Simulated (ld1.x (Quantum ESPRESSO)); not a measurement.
**lithium (Li), TM: configuration errors across variants**

ld1.x (Quantum ESPRESSO) 7.5 input, shortened:

```
&input
   title='Li', zed=3., rel=1, dft='PBE', iswitch=3,
   config='[He] 2s0.5 2p0.5 3d-2'
 /
 &inputp
   pseudotype=2, tm=.true., lloc=0,
   nlcc=.true.
 /
3
2P  2  1   0.50   0.00  4.20  4.20  0.0
3D  3  2  -2.00   0.25  4.00  4.00  0.0
2S  1  0   0.50   0.00  2.10  2.10  0.0
 &test
   configts(1)='2s0.5 2p0.5'
 /
```

All-electron excitation energies from the reference (eV): (1) 2s1 2p0 -0.893; (2) 2s0.5 2p0 1.155; (3) 2s0 2p1 0.894.

The default core radius of the base comes out at 1.53 bohr.

4 further variants failed, have other tests or another functional or relativity, and are left out.

Errors AE − PS in meV (a dash: test not solved or not reliable):

| change | (1) | (2) | (3) | bound ghosts |
| --- | --- | --- | --- | --- |
| base | -1.5 | +2.7 | -1.7 | none |
| local potential the d channel | -1.4 | +2.8 | -1.7 | none |
| core correction a·sin(br)/r model core inside 1.12 bohr | -1.7 | +2.1 | -2.0 | none |

(1) Give the same row for: wave 2s (bound): rc 2.10 bohr becomes 2s (bound): rc 1.98 bohr.

## Answers

(1) -1.5, +2.8, -1.7; bound ghosts: none.
